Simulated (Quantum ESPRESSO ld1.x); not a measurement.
ld1.x (Quantum ESPRESSO 7.5) input

```
 &input
    zed=74.0,
    iswitch=1,
    rel=2,
    dft='PBE',
    config='[Kr] 4d10 4f14 5p6 5d2 6p2',
    rel_dist='average',
    verbosity='high',
    lsmall=.true.,
    prefix='ld1',
    max_out_wfc=37,
    file_charge='ld1.rho',
 /
```

Standard output:

```
     Program LD1 v.7.5 starts

     --------------------------- All-electron run ----------------------------

     dirac relativistic calculation

     atomic number is 74.00
     dft =PBE   lsd =0 sic =0 latt =0  beta=0.20 tr2=1.0E-14
     Exchange-correlation= PBE
                           (   1   4   3   4   0   0   0)
     mesh =2115 r(mesh) = 100.27685 a.u. xmin = -8.00 dx = 0.00800
     1 Ry =  13.60569312 eV, c = 137.03599908

     n l j   nl                  e(Ry)          e(Ha)          e(eV)
     Spin orbit split results
     1 0 0.5 1S 1( 2.00)   -5105.623572263   -2552.811786132 -69465.5475257
     2 0 0.5 2S 1( 2.00)    -884.498596291    -442.249298146 -12034.2164689
     2 1 0.5 2P 1( 2.00)    -845.945257814    -422.972628907 -11509.6715767
     2 1 1.5 2P 1( 4.00)    -746.501248935    -373.250624467 -10156.6669089
     3 0 0.5 3S 1( 2.00)    -207.261816796    -103.630908398  -2819.9406754
     3 1 0.5 3P 1( 2.00)    -190.112534855     -95.056267427  -2586.6128081
     3 1 1.5 3P 1( 4.00)    -168.606061414     -84.303030707  -2294.0023303
     4 0 0.5 4S 1( 2.00)     -46.454741943     -23.227370971   -632.0489630
     4 1 0.5 4P 1( 2.00)     -39.344150863     -19.672075432   -535.3044428
     4 1 1.5 4P 1( 4.00)     -34.363333317     -17.181666659   -467.5369678
     3 2 1.5 3D 1( 4.00)    -139.775938121     -69.887969061  -1901.7485201
     3 2 2.5 3D 1( 6.00)    -135.098914348     -67.549457174  -1838.1143699
     4 2 1.5 4D 1( 4.00)     -22.692120277     -11.346060138   -308.7420248
     4 2 2.5 4D 1( 6.00)     -21.773559323     -10.886779661   -296.2443663
     4 3 2.5 4F 1( 6.00)      -7.136894414      -3.568447207    -97.1023952
     4 3 3.5 4F 1( 8.00)      -6.969124737      -3.484562368    -94.8197725
     5 1 0.5 5P 1( 2.00)      -7.953454991      -3.976727495   -108.2122679
     5 1 1.5 5P 1( 4.00)      -7.132117852      -3.566058926    -97.0374068
     5 2 1.5 5D 1( 0.80)      -4.061553572      -2.030776786    -55.2602515
     5 2 2.5 5D 1( 1.20)      -3.959906589      -1.979953294    -53.8772738
     6 1 0.5 6P 1( 0.67)      -2.646928675      -1.323464337    -36.0132993
     6 1 1.5 6P 1( 1.33)      -2.482642714      -1.241321357    -33.7780749
     Averaged results
     1 0     1S 1( 2.00)   -5105.623572263   -2552.811786132 -69465.5475257
     2 0     2S 1( 2.00)    -884.498596291    -442.249298146 -12034.2164689
     2 1     2P 1( 6.00)    -779.649251894    -389.824625947 -10607.6684648
     3 0     3S 1( 2.00)    -207.261816796    -103.630908398  -2819.9406754
     3 1     3P 1( 6.00)    -175.774885894     -87.887442947  -2391.5391562
     4 0     4S 1( 2.00)     -46.454741943     -23.227370971   -632.0489630
     4 1     4P 1( 6.00)     -36.023605832     -18.011802916   -490.1261261
     3 2     3D 1(10.00)    -136.969723857     -68.484861929  -1863.5680299
     4 2     4D 1(10.00)     -22.140983704     -11.070491852   -301.2434297
     4 3     4F 1(14.00)      -7.041026027      -3.520513013    -95.7980394
     5 1     5P 1( 6.00)      -7.405896898      -3.702948449   -100.7623605
     5 2     5D 1( 2.00)      -4.000565382      -2.000282691    -54.4304649
     6 1     6P 1( 2.00)      -2.537404701      -1.268702350    -34.5231497

     final scf error:  1.3E-15 reached in  24 iterations

     Etot =  -32310.945331 Ry,  -16155.472666 Ha, -439612.806690 eV

     Ekin =   36410.056944 Ry,   18205.028472 Ha,  495384.061374 eV
     Encl =  -80401.830933 Ry,  -40200.915466 Ha,-1093922.638200 eV
     Eh   =   12326.312023 Ry,    6163.156012 Ha,  167708.018726 eV
     Exc  =    -645.483366 Ry,    -322.741683 Ha,   -8782.248590 eV

     normalization and overlap integrals

     s(1S/1S) =  1.000000  <r> =   0.0183  <r2> =    0.0005  r(max) =   0.0114
     LC norm =  0.92206707 + SC norm =  0.07793293 =  1.00000000
     s(1S/2S) = -0.000000
     s(1S/3S) = -0.000000
     s(1S/4S) =  0.000000
     s(2S/2S) =  1.000000  <r> =   0.0769  <r2> =    0.0071  r(max) =   0.0659
     LC norm =  0.98234816 + SC norm =  0.01765184 =  1.00000000
     s(2S/3S) =  0.000000
     s(2S/4S) =  0.000000
     s(2P/2P) =  1.000000  <r> =   0.0636  <r2> =    0.0050  r(max) =   0.0494
     LC norm =  0.98227933 + SC norm =  0.01772067 =  1.00000000
     s(2P/3P) =  0.000000
     s(2P/4P) =  0.000000
     s(2P/5P) =  0.000000
     s(2P/6P) =  0.000000
     s(2P/2P) =  1.000000  <r> =   0.0716  <r2> =    0.0062  r(max) =   0.0557
     LC norm =  0.98400418 + SC norm =  0.01599582 =  1.00000000
     s(2P/3P) =  0.000000
     s(2P/4P) =  0.000000
     s(2P/5P) =  0.000000
     s(2P/6P) =  0.000000
     s(3S/3S) =  1.000000  <r> =   0.2005  <r2> =    0.0461  r(max) =   0.1849
     LC norm =  0.99418886 + SC norm =  0.00581114 =  1.00000000
     s(3S/4S) =  0.000000
     s(3P/3P) =  1.000000  <r> =   0.1905  <r2> =    0.0423  r(max) =   0.1734
     LC norm =  0.99424634 + SC norm =  0.00575366 =  1.00000000
     s(3P/4P) =  0.000000
     s(3P/5P) =  0.000000
     s(3P/6P) =  0.000000
     s(3P/3P) =  1.000000  <r> =   0.2053  <r2> =    0.0489  r(max) =   0.1879
     LC norm =  0.99474148 + SC norm =  0.00525852 =  1.00000000
     s(3P/4P) =  0.000000
     s(3P/5P) =  0.000000
     s(3P/6P) =  0.000000
     s(4S/4S) =  1.000000  <r> =   0.4494  <r2> =    0.2282  r(max) =   0.4214
     LC norm =  0.99808633 + SC norm =  0.00191367 =  1.00000000
     s(4P/4P) =  1.000000  <r> =   0.4546  <r2> =    0.2354  r(max) =   0.4214
     LC norm =  0.99817718 + SC norm =  0.00182282 =  1.00000000
     s(4P/5P) =  0.000000
     s(4P/6P) =  0.000000
     s(4P/4P) =  1.000000  <r> =   0.4878  <r2> =    0.2707  r(max) =   0.4493
     LC norm =  0.99836697 + SC norm =  0.00163303 =  1.00000000
     s(4P/5P) =  0.000000
     s(4P/6P) =  0.000000
     s(3D/3D) =  1.000000  <r> =   0.1796  <r2> =    0.0379  r(max) =   0.1478
     LC norm =  0.99485626 + SC norm =  0.00514374 =  1.00000000
     s(3D/4D) =  0.000000
     s(3D/5D) =  0.000000
     s(3D/3D) =  1.000000  <r> =   0.1842  <r2> =    0.0397  r(max) =   0.1514
     LC norm =  0.99499353 + SC norm =  0.00500647 =  1.00000000
     s(3D/4D) = -0.000000
     s(3D/5D) = -0.000000
     s(4D/4D) =  1.000000  <r> =   0.5043  <r2> =    0.2948  r(max) =   0.4457
     LC norm =  0.99856083 + SC norm =  0.00143917 =  1.00000000
     s(4D/5D) =  0.000000
     s(4D/4D) =  1.000000  <r> =   0.5156  <r2> =    0.3079  r(max) =   0.4565
     LC norm =  0.99861123 + SC norm =  0.00138877 =  1.00000000
     s(4D/5D) = -0.000000
     s(4F/4F) =  1.000000  <r> =   0.5901  <r2> =    0.4303  r(max) =   0.4248
     LC norm =  0.99900138 + SC norm =  0.00099862 =  1.00000000
     s(4F/4F) =  1.000000  <r> =   0.5983  <r2> =    0.4427  r(max) =   0.4317
     LC norm =  0.99902212 + SC norm =  0.00097788 =  1.00000000
     s(5P/5P) =  1.000000  <r> =   1.1227  <r2> =    1.4175  r(max) =   1.0161
     LC norm =  0.99960968 + SC norm =  0.00039032 =  1.00000000
     s(5P/6P) =  0.000000
     s(5P/5P) =  1.000000  <r> =   1.2052  <r2> =    1.6322  r(max) =   1.0919
     LC norm =  0.99965550 + SC norm =  0.00034450 =  1.00000000
     s(5P/6P) =  0.000000
     s(5D/5D) =  1.000000  <r> =   1.5076  <r2> =    2.5882  r(max) =   1.3020
     LC norm =  0.99977883 + SC norm =  0.00022117 =  1.00000000
     s(5D/5D) =  1.000000  <r> =   1.5394  <r2> =    2.6977  r(max) =   1.3337
     LC norm =  0.99978683 + SC norm =  0.00021317 =  1.00000000
     s(6P/6P) =  1.000000  <r> =   2.5828  <r2> =    7.4221  r(max) =   2.4107
     LC norm =  0.99990657 + SC norm =  0.00009343 =  1.00000000
     s(6P/6P) =  1.000000  <r> =   2.7299  <r2> =    8.2846  r(max) =   2.5701
     LC norm =  0.99991444 + SC norm =  0.00008556 =  1.00000000

     LC charge = 69.56995153 + SC charge =  0.43004847 = 70.00000000

     ------------------------ End of All-electron run ------------------------
```

Run on one thread of a shared host, so times are rough (Intel(R) Xeon(R) Processor @ 2.60GHz): 0.63 s of CPU time, 1.7 s wall, 24 iterations on 2115 mesh points.
